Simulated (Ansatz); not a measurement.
A made-up structure of CH$_{2}$SiTe, singlet:

```tsv
atom	x (Å)	y (Å)	z (Å)
C1	-0.7165	-0.3890	-0.2565
Si2	0.4953	0.6892	0.0881
Te3	0.9601	-1.5793	0.7909
H4	-1.6354	-0.8292	-0.5983
H5	1.7885	-2.9974	1.1895
```

It is relaxed with PBE-D4/def2-SVP and then PBE0-D4/def2-TZVP (Ansatz 0.2.0). Atoms count as bonded within 1.22 times the sum of their covalent radii (H–H: 0.88 Å). The end point is not checked to be a true minimum.

(1) Does its bonding change? (A judgement: the text doesn't fix the answer.)

Answers

(1) The calculation gives: No: no bond forms or breaks.

Where it ends: The first stage lowers the energy by 3.06 eV in 10 steps. It ends as CH₂SiTe ([CH]1[Si][TeH]1):
C1  (-0.491, -0.585, -0.159)
Si2  (0.702, 0.642, -0.086)
Te3  (0.536, -1.540, 1.434)
H4  (-1.388, -1.043, -0.547)
H5  (1.533, -2.580, 0.572)
(Å)

Labels in which every atom is bracketed show which atoms are joined, not bond orders.

For scale, one of the runs: PBE0-D4/def2-TZVP relaxation, 130 basis functions, launched by `ansatz run in.yaml --threads 2 --pin off --events-out ev --progress --plain --max-ram 4352MiB`. The run took about 18 s on 2 CPU threads of an Arm Neoverse V1 (shared host).
